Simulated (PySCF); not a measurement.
**Spinor energies of Ir⁵⁸⁺ (iridium, charge +58)**

Start: [Ar] 3d1; 3d3/2 filled at m_j = +3/2. Calculated with PySCF 2.14 in an uncontracted even-tempered set (15 s from 18 bohr⁻², ratio 2.8; 12 p from 23 bohr⁻², ratio 2.8; 8 d from 23 bohr⁻², ratio 2.8; 3 f from 70 bohr⁻², ratio 3): generalised Hartree-Fock with the X2C-1e Hamiltonian and a Gaussian nucleus; one run each with spin-orbit coupling (SO) switched off, then screened by Boettger's factors.

| spinor shell | electrons | ε, spin-free (eV) | ε, screened SO (eV) | weight of nominal j (screened SO) | rms radius, screened SO (bohr) |
| --- | --- | --- | --- | --- | --- |
| 1s1/2 | 2 | -80809.8 | -80782.4 | 1.000 | 0.0197 |
| 2s1/2 | 2 | -17684.4 | -17675.1 | 1.000 | 0.0788 |
| 2p1/2 | 2 | -15931.9 | -17120.6 | 1.000 | 0.0668 |
| 2p3/2 | 4 | -15931.9 | -15456.4 | 1.000 | 0.0742 |
| 3s1/2 | 2 | -6831.2 | -6828.3 | 1.000 | 0.194 |
| 3p1/2 | 2 | -6301.5 | -6609.0 | 1.000 | 0.183 |
| 3p3/2 | 4 | -6301.5 | -6176.0 | 1.000 | 0.197 |
| 3d3/2 | 1 | -5860.1 | -5915.8 | 1.000 | 0.167 |

```csv
quantity,spin-free,screened SO
E (hartree),-14351.38840,-14377.48461
M_J,3/2,3/2
⟨J²⟩,3.957,3.750
⟨L²⟩,6.000,6.068
⟨S²⟩,0.750,0.818
```

Each row is a mean over spinors that exchange with the open shell spreads, by up to 26.970 eV (3p1/2).

Breit and QED terms are absent; they matter most for the inner s and p1/2 levels.

Densities and radii are taken from the X2C orbitals without a picture-change correction, which distorts them close to the nucleus.

Without spin-orbit coupling the j labels of p, d and f shells carry no meaning; the spin-free column gives the mean over the occupied spinors of each nl shell, and its ⟨J²⟩ belongs to a mixture of degenerate components.
